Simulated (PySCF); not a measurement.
Si(Cl)2(OH)(SH) (Cl2H2OSSi), SMILES [Si](Cl)(O)(Cl)S. Atoms are numbered in the order given.

```xyz
7

O      0.5475    -1.4063    -1.1718
Si     0.0802    -0.1999    -0.1607
S      1.6597     1.1813     0.0431
Cl    -1.6448     0.6352    -0.9143
Cl    -0.3385    -0.8827     1.7242
H     -0.1468    -1.9642    -1.5393
H      1.8041     1.3190    -1.2948
```
Charge 0, spin multiplicity 1.

Coordinates come from a PBE0-D3(BJ)/def2-SVP optimisation. The structure was generated by enumeration, and PubChem lists no compound with its InChIKey, so it may never have been made. One conformer was computed; it need not be the lowest.

Two levels are set side by side: PBE/pcSseg-1 (PySCF) and HF/pcSseg-1 (PySCF). GIAO shifts against H2O (¹⁷O), H2S (³³S), HCl (³⁵Cl), TMS (²⁹Si), TMS (¹H) at the same level; non-relativistic, no solvent, atoms listed together averaged. Without spin–orbit terms, shifts of atoms bonded to Cl or Br come out too high at both levels. Differences are taken from unrounded values.

```csv
quantity,HF
δ(¹⁷O) of O1 (ppm),76.6
δ(²⁹Si) of Si2 (ppm),4.1
δ(³³S) of S3 (ppm),27.2
δ(¹H) of H6 (ppm),3.14
δ(¹H) of H7 (ppm),1.82
```

Problem. What does PBE give, and how far is it from HF? (Estimate from the structure and the level; the computed values follow.)

Solution. 
```json
[
 {"quantity": "δ(¹⁷O) of O1 (ppm)", "PBE": "122.2", "PBE minus HF": "45.6"},
 {"quantity": "δ(²⁹Si) of Si2 (ppm)", "PBE": "11.0", "PBE minus HF": "6.9"},
 {"quantity": "δ(³³S) of S3 (ppm)", "PBE": "79.6", "PBE minus HF": "52.4"},
 {"quantity": "δ(¹H) of H6 (ppm)", "PBE": "2.98", "PBE minus HF": "-0.16"},
 {"quantity": "δ(¹H) of H7 (ppm)", "PBE": "1.73", "PBE minus HF": "-0.09"}
]
```

Rough cost on one machine, each run with all the roots and properties that it gave: HF against PBE within a factor of 2.
